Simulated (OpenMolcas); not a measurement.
# Ni6+: effect of the active space

```json
{
  "Program": "OpenMolcas",
  "Method": "XMS-CASPT2, IPEA 0.25 Eh, imaginary shift 0.1 Eh",
  "Basis": "ANO-RCC-VQZP",
  "Scalar Hamiltonian": "DKH2, point nucleus",
  "Spin-orbit coupling": "RASSI with atomic mean-field integrals over the reference wave functions, term energies averaged over their components"
}
```

A. 4 electrons in 5 orbitals (3d); 2S+1 = 5 even, 5 roots; 2S+1 = 3 even, 45 roots; 2S+1 = 1 even, 50 roots; closed shells correlated: 3s 3p; CASPT2 step roughly 30 core-seconds
B. 4 electrons in 10 orbitals (3d 4d); 2S+1 = 5 even, 5 roots; 2S+1 = 3 even, 45 roots; 2S+1 = 1 even, 44 roots; closed shells correlated: 3s 3p; CASPT2 step of the order of 20 core-minutes

Energies in cm-1 above 3d4 5D0, the measured ground level; measured values from Corliss and Sugar, J. Phys. Chem. Ref. Data 10, 197 (1981).

| Level | A | B | Measured |
| --- | --- | --- | --- |
| 3d4 5D0 | 0.0 | 0.0 | 0.0 |
| 3d4 5D1 | 282 | 283 | 279 |
| 3d4 5D2 | 817 | 822 | 804 |
| 3d4 5D3 | 1566 | 1578 | 1520 |
| 3d4 5D4 | 2490 | 2520 | 2392 |
| 3d4 3P0(1) | 31510 | 31860 | 30077 |
| 3d4 3H4 | 32990 | 33040 | 31672 |
| 3d4 3P1(1) | 33200 | 33560 | 31836 |
| 3d4 3H5 | 33640 | 33710 | 32286 |
| 3d4 3H6 | 34320 | 34410 | 32877 |
| 3d4 3F2(1) | 35700 | 36040 | 34247 |
| 3d4 3F3(1) | 35790 | 36110 | 34317 |
| 3d4 3P2(1) | 35910 | 36290 | 34555 |
| 3d4 3F4(1) | 36080 | 36410 | 34576 |
| 3d4 3G3 | 39740 | 39760 | 38160 |
| 3d4 3G4 | 40390 | 40440 | 38746 |
| 3d4 3G5 | 40930 | 40980 | 39247 |
| 3d4 3D3 | 48620 | 48620 |  |
| 3d4 3D2 | 48840 | 48840 |  |
| 3d4 1G4(1) | 49070 | 49460 |  |
| 3d4 3D1 | 49110 | 49090 |  |
| 3d4 1I6 | 49780 | 49780 |  |
| 3d4 1F3 | 69340 | 69400 |  |
| 3d4 3P2(2) | 80960 | 80980 |  |

Deviations, from unrounded energies. A percentage is the sum of absolute deviations over the sum of measured energies, with the sign that they share, or ± where signs differ.

| Against measurement | Levels | A | B |
| --- | --- | --- | --- |
| mean absolute deviation (cm-1) | 16 | 1100 | 1300 |
| fine structure of the ground term (%) | 4 | +3.2 | +4.1 |
| other terms of the ground configuration (%) | 12 | +4.3 | +4.9 |

A lies closest to measurement on these levels. The largest miss of A in the table is 3d4 3G5, by +1700 cm-1. The ranking rests on the paired levels alone, and a cruder setting can come out closer through cancelling errors.

The spin-orbit steps hold different terms of 3d4 (B lacks a 1D, a 1S), which shifts levels as well.

The two smallest mean deviations differ by little beside CASPT2's spread within terms, so their order carries little weight.

Between A and B the level of the table that moves most is 3d4 1G4(1), by 390 cm-1 (lowest in A, highest in B). Moves below CASPT2's spread within the term are not significant.

Term energies are means over components that CASPT2 splits; among the terms shown or strongly mixed into the levels shown the widest spread is 930 cm-1 (3d4 1I, B). The CASPT2 spread within a term exceeds the gap to the next term for 3d4 1G(1) and 3d4 3D, so the order of their levels is uncertain (figures for A; the like holds for B). Active for correlation alone: 4d; no level in the range computed is led by a configuration that fills it, so any true level of that kind is missing (holds for B). Measured partners are found by configuration, term and J. A level has none where our copy of the source lacks it or the pairing is in doubt (some pairs that miss far off the trend of their configuration count as doubtful), and it then counts in no deviation. Only configurations of the active space appear. The table leaves out levels that lie high or whose names do not pair safely across all columns.

A number in round brackets counts repeated terms of one configuration in the order of the reference energies.
